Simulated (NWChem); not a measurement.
Species: ZnNH$_{3}$O; SMILES [NH2][Zn][OH]

```xyz
6

Zn     0.0021     0.0184     0.0173
O     -0.0062     1.7845    -0.1182
H      0.0209     2.2543     0.7204
N     -0.0058    -1.7898    -0.1124
H     -0.8145    -2.2741     0.2700
H      0.8211    -2.2789     0.2218
```
Atoms are numbered in this order, from 1.

Results from NWChem. The geometry was optimised at PBE0/def2-SVP. LC-ωPBE (HJS hole) with def2-SVP; x = 1 − exp(−ω/0.25 bohr⁻¹) is a scale chosen for this fit.

```csv
row,x,−ε(HOMO) (eV)
ω = 0.10,0.330,6.49
ω = 0.15,0.451,withheld
ω = 0.20,0.551,7.73
ω = 0.25,0.632,8.25
ω = 0.30,0.699,8.69
```

Fit a straight line of the last column on the one before it, predict the withheld value, and compare with the run.


1. Means of the 4 shown rows: x = 0.5530, y = 7.790. Slope Σ(x − x̄)(y − ȳ)/Σ(x − x̄)² = 0.4578/0.07729 = 5.923; intercept 4.515.
2. The shown rows scatter about the line by 0.032 (root mean square); the largest residual is -0.05, at ω = 0.20.
3. At x = 0.451 (ω = 0.15; inside the shown range) the line gives 7.19.
4. The run gives 7.15, -0.04 from the line, 1.3 times the scatter.
